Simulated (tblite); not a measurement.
Compound: C5H10BFS2.
Atom-mapped SMILES: `[CH3:1][C@@H:2]([CH2:3][F:4])[C@H:5]1[CH2:6][S:7][BH:8][S:9]1` (hydrogens: H10, H11, H12 on C1; H13 on C2; H14, H15 on C3; H16 on C5; H17, H18 on C6; H19 on B8)

Computed with GFN2-xTB (tblite), gas phase: L-BFGS steps from a force-field or distance-geometry start until the largest atomic force falls under 0.01 eV/Å.

Step 39: E = -770.5678 eV
```
atom  x, y, z in Å  |  force x, y, z in eV/Å
C1     -1.8494    1.1059    0.5476   -0.072   0.075   0.016
C2     -0.9493   -0.1043    0.3092   -0.065   0.004   0.037
C3     -1.0095   -0.5581   -1.1451   -0.057  -0.044  -0.090
F4     -0.6354   -1.8761   -1.2552    0.001  -0.030  -0.009
C5      0.4782    0.1878    0.7888    0.079   0.220  -0.099
C6      1.3741   -1.0454    0.8407    0.017   0.028   0.080
S7      2.6100   -1.1261   -0.5188   -0.061  -0.021  -0.048
B8      2.4301    0.5305   -1.0972    0.060  -0.088   0.041
S9      1.2180    1.5247   -0.2729    0.072  -0.021   0.047
H10    -1.3890    2.0069    0.1473   -0.037  -0.039  -0.050
H11    -2.0063    1.2513    1.6147    0.040   0.000  -0.024
H12    -2.8246    0.9728    0.0795    0.102  -0.021   0.034
H13    -1.3244   -0.9434    0.9002   -0.078  -0.087   0.135
H14    -2.0396   -0.5024   -1.5113    0.035   0.010  -0.073
H15    -0.3432    0.0138   -1.7985   -0.059   0.036   0.012
H16     0.4255    0.6535    1.7768   -0.049  -0.094   0.026
H17     1.9535   -1.0663    1.7633    0.032   0.009   0.025
H18     0.7818   -1.9581    0.7827    0.050   0.006  -0.050
H19     3.0897    0.9420   -1.9595   -0.007   0.056  -0.011
```

Step 40: E = -770.5724 eV
```
atom  x, y, z in Å  |  force x, y, z in eV/Å
C1     -1.8545    1.1051    0.5460   -0.013   0.027   0.022
C2     -0.9491   -0.0999    0.3065   -0.022  -0.029   0.051
C3     -1.0086   -0.5537   -1.1489   -0.036  -0.037  -0.021
F4     -0.6382   -1.8720   -1.2568    0.022  -0.057  -0.017
C5      0.4797    0.1927    0.7902    0.039   0.096  -0.066
C6      1.3710   -1.0459    0.8410    0.035   0.048   0.056
S7      2.5948   -1.1353   -0.5328   -0.083  -0.065  -0.009
B8      2.4330    0.5261   -1.0980    0.049  -0.058   0.070
S9      1.2302    1.5235   -0.2623    0.068   0.048   0.008
H10    -1.4113    2.0049    0.1264   -0.025  -0.016  -0.053
H11    -1.9900    1.2568    1.6139    0.018   0.033   0.009
H12    -2.8340    0.9508    0.0987    0.038   0.002   0.010
H13    -1.3248   -0.9419    0.8955   -0.054  -0.057   0.124
H14    -2.0377   -0.4988   -1.5141    0.000   0.032  -0.090
H15    -0.3410    0.0169   -1.8003   -0.044   0.047  -0.012
H16     0.4281    0.6520    1.7829   -0.070  -0.101  -0.025
H17     1.9641   -1.0573    1.7556    0.016  -0.010   0.016
H18     0.7755   -1.9590    0.7977    0.081   0.050  -0.050
H19     3.1031    0.9440   -1.9489   -0.019   0.048  -0.024
```

Step 41: E = -770.5757 eV
```
atom  x, y, z in Å  |  force x, y, z in eV/Å
C1     -1.8578    1.1045    0.5454    0.035  -0.018   0.018
C2     -0.9493   -0.0980    0.3057    0.012  -0.052   0.040
C3     -1.0082   -0.5513   -1.1517   -0.014  -0.024   0.038
F4     -0.6398   -1.8701   -1.2594    0.027  -0.053  -0.020
C5      0.4811    0.1983    0.7900   -0.012  -0.042  -0.017
C6      1.3688   -1.0448    0.8421    0.045   0.054   0.014
S7      2.5806   -1.1436   -0.5436   -0.080  -0.087   0.017
B8      2.4359    0.5221   -1.0970    0.042  -0.019   0.070
S9      1.2394    1.5237   -0.2552    0.068   0.090  -0.018
H10    -1.4272    2.0021    0.1097   -0.019  -0.006  -0.045
H11    -1.9770    1.2618    1.6137    0.002   0.059   0.023
H12    -2.8399    0.9347    0.1134   -0.014   0.018  -0.001
H13    -1.3250   -0.9425    0.8947   -0.019  -0.005   0.092
H14    -2.0358   -0.4949   -1.5181   -0.027   0.036  -0.094
H15    -0.3396    0.0201   -1.8013   -0.034   0.043  -0.017
H16     0.4284    0.6502    1.7866   -0.076  -0.086  -0.050
H17     1.9720   -1.0512    1.7502    0.006  -0.015   0.014
H18     0.7716   -1.9578    0.8079    0.090   0.076  -0.040
H19     3.1122    0.9461   -1.9406   -0.031   0.030  -0.023
```

Step 42: E = -770.5789 eV
```
atom  x, y, z in Å  |  force x, y, z in eV/Å
C1     -1.8602    1.1034    0.5451    0.068  -0.053   0.005
C2     -0.9494   -0.0975    0.3058    0.031  -0.059   0.012
C3     -1.0084   -0.5500   -1.1536    0.007  -0.013   0.068
F4     -0.6406   -1.8689   -1.2631    0.022  -0.036  -0.017
C5      0.4823    0.2031    0.7892   -0.053  -0.148   0.022
C6      1.3675   -1.0423    0.8432    0.048   0.043  -0.029
S7      2.5643   -1.1532   -0.5546   -0.053  -0.074   0.022
B8      2.4400    0.5183   -1.0938    0.039   0.021   0.049
S9      1.2488    1.5256   -0.2490    0.060   0.091  -0.024
H10    -1.4420    1.9985    0.0930   -0.008  -0.001  -0.034
H11    -1.9648    1.2682    1.6133   -0.010   0.077   0.031
H12    -2.8446    0.9203    0.1267   -0.058   0.026  -0.003
H13    -1.3249   -0.9435    0.8966    0.016   0.045   0.054
H14    -2.0345   -0.4912   -1.5226   -0.046   0.029  -0.081
H15    -0.3404    0.0232   -1.8024   -0.021   0.036  -0.007
H16     0.4270    0.6470    1.7890   -0.074  -0.054  -0.051
H17     1.9799   -1.0461    1.7450    0.002  -0.007   0.017
H18     0.7695   -1.9548    0.8164    0.077   0.077  -0.023
H19     3.1208    0.9491   -1.9318   -0.046   0.001  -0.009
```

**Question.** Estimate the geometry and energy of step 43. (The exact step hangs on the optimiser's Hessian estimate; all steps are aligned on step 42, rigid shifts and turns removed.)

**Answer.** E = -770.5820 eV, largest force 0.192 eV/Å
```
atom  x, y, z in Å  |  force x, y, z in eV/Å
C1     -1.8624    1.1011    0.5458    0.050  -0.050  -0.012
C2     -0.9491   -0.0980    0.3057    0.031  -0.049  -0.021
C3     -1.0073   -0.5480   -1.1556    0.011  -0.006   0.061
F4     -0.6411   -1.8677   -1.2678    0.006  -0.007  -0.014
C5      0.4825    0.2062    0.7889   -0.059  -0.179   0.036
C6      1.3672   -1.0386    0.8448    0.047   0.011  -0.055
S7      2.5460   -1.1645   -0.5650   -0.011  -0.030   0.010
B8      2.4441    0.5140   -1.0895    0.029   0.047   0.025
S9      1.2585    1.5288   -0.2437    0.039   0.049  -0.001
H10    -1.4591    1.9941    0.0740   -0.006  -0.030  -0.004
H11    -1.9507    1.2767    1.6146   -0.014   0.082  -0.007
H12    -2.8520    0.9049    0.1434   -0.040   0.036   0.018
H13    -1.3237   -0.9450    0.8984    0.040   0.078   0.019
H14    -2.0316   -0.4836   -1.5306   -0.039   0.010  -0.051
H15    -0.3384    0.0265   -1.8034   -0.012   0.023   0.016
H16     0.4235    0.6435    1.7904   -0.068  -0.018  -0.035
H17     1.9881   -1.0412    1.7407   -0.001   0.010   0.014
H18     0.7690   -1.9501    0.8255    0.045   0.049  -0.001
H19     3.1268    0.9502   -1.9243   -0.049  -0.026   0.001
```

The energy changes by -0.0030 eV. The first-order estimate −F·Δx gives -0.0044 eV and the mean of the old and new forces, exact on a quadratic surface, -0.0030 eV. The step makes an angle of 77° with the force vector and moves no atom by more than 0.026 Å.

What follows is the cost of the whole relaxation. On one thread of an Arm Neoverse V2, shared host with 32 logical CPUs at a one-minute load of 28, this took 0.83 s.
